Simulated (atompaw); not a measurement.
# Reading a pseudo-wave (C (Z = 6))

Columns: radius, all-electron u(r) and pseudo u(r) of the 2s shell (level -25.62 eV) of carbon in the configuration [He] 2s2 2p1; PBEsol, scalar-relativistic, PAW (atompaw) scheme, atompaw 4.2.0.5.

```tsv
r (bohr)	all-electron	pseudo
0.104	-0.3584	-0.2910
0.208	-0.3235	-0.3181
0.312	-0.1382	-0.1390
0.415	0.0839	0.0839
0.519	0.2969	0.2969
0.623	0.4781	0.4781
0.727	0.6216	0.6216
0.831	0.7273	0.7273
0.935	0.7983	0.7983
1.038	0.8393	0.8393
1.142	0.8561	0.8561
1.246	0.8534	0.8534
1.350	0.8356	0.8356
1.454	0.8066	0.8066
1.558	0.7696	0.7696
1.662	0.7272	0.7272
1.765	0.6822	0.6822
1.869	0.6351	0.6351
1.973	0.5878	0.5878
2.077	0.5412	0.5412
2.181	0.4962	0.4962
2.285	0.4531	0.4531
2.388	0.4127	0.4127
2.492	0.3745	0.3745
2.596	0.3389	0.3389
2.700	0.3060	0.3060
```

**Question.** How many radial nodes do the two functions have?

**Answer.** The all-electron 2s function has n − l − 1 = 1; the pseudo-wave has 0, since the states of the same l below it are removed with the core.

**Question.** At about which radius was the pseudo-wave matched?

**Answer.** 0.40 bohr, where the columns begin to agree (steps of 0.10 bohr).

**Question.** Where does each function peak?

**Answer.** Outermost all-electron maximum near 1.14 bohr, pseudo maximum near 1.14 bohr (to the table’s step).

**Question.** Is the pseudo-wave norm-conserving?

**Answer.** No, it belongs to a PAW set: the norm inside the radius is not constrained, and the difference is carried by the augmentation charge.
